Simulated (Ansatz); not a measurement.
Reactions of `O[SiH](F)S[SiH2]Cl`.

Computed with Ansatz on PBE0-D4/def2-TZVP structures; ΔE is electronic, products minus reactants. CBS: MP2 limit from def2 TZ/QZ plus the TZ coupled-cluster correction, frozen cores. For Br, Ga, Ge outer-core shells are correlated without core-valence functions, which leaves a few kJ/mol of doubt a bond. Scalar relativity is left out up to krypton. Each species was taken in one conformer, which may not be the lowest.

```
                                                                      reaction  CCSD(T)/CBS(def2) (eV)
`O[SiH](F)S[SiH2]Cl` + `[OH][GaH][Br]` → `O[SiH](O)S[SiH2]Cl` + `[F][GaH][Br]`                       ?
    `O[SiH](F)S[SiH2]Cl` + `[NH2][GeH3]` → `O[SiH](F)[NH][GeH3]` + `S[SiH2]Cl`                   -0.16
           `O[SiH](F)S[SiH2]Cl` + `[SiH3]S` → `[SiH3]S[SiH2]Cl` + `O[SiH](F)S`                   -0.03
         `O[SiH](F)S[SiH2]Cl` + `C[SiH2]N` → `C[SiH2]N[SiH2]Cl` + `O[SiH](F)S`                   -0.11
 `O[SiH](F)S[SiH2]Cl` + `S[SiH](Cl)Cl` → `Cl[SiH2]S[SiH](Cl)Cl` + `O[SiH](F)S`                    0.02
```

(1) Fill in the missing values. (Estimate.)

Largest T1 diagnostic: 0.012, for `[OH][GaH][Br]`.

## Answers

(1) The calculation gave: `O[SiH](F)S[SiH2]Cl` + `[OH][GaH][Br]` → `O[SiH](O)S[SiH2]Cl` + `[F][GaH][Br]`: +0.23 eV.
